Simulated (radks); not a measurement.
Question: Ne2+, 8 electrons, occupied as [He] 2s2 2p3 7d1 (not the ground configuration). All-electron calculation, Dirac Kohn-Sham, PBEsol, spin-unpolarised, spherical densities, point nucleus; open shells are shared between the two j in proportion to 2j + 1. Program: a radial shooting solver on a logarithmic mesh with Libxc functionals.

Spin-orbit splittings of the eigenvalues, e(l+1/2) - e(l-1/2), with zeta = 2 splitting/(2l+1) and mean radii in bohr:

| shell | occ. | splitting (eV) | zeta (eV) | <r> j=l-1/2 | <r> j=l+1/2 |
|---|---|---|---|---|---|
| 2p | 3 | ? | ? | 0.7540 | 0.7554 |
| 7d | 1 | 0.0001062 | 0.00004247 | 21.77 | 21.77 |

Estimate the 2p splitting.

Answer: 0.1541 eV (zeta = 0.1028 eV).
